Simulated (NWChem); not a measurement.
# C₃H₄ClF; SMILES Cl/C(C)=C/F

All runs: NWChem. All runs use the structure optimised with B3LYP/6-31G* (spherical d).

Q: Predict the results for PBE0/def2-SVP. Quantities: highest occupied level (eV); orbital gap (eV); dipole (D).

A: The highest occupied level (eV) comes out as -7.09 and the orbital gap (eV) is 7.33. The dipole (D) is 0.48.
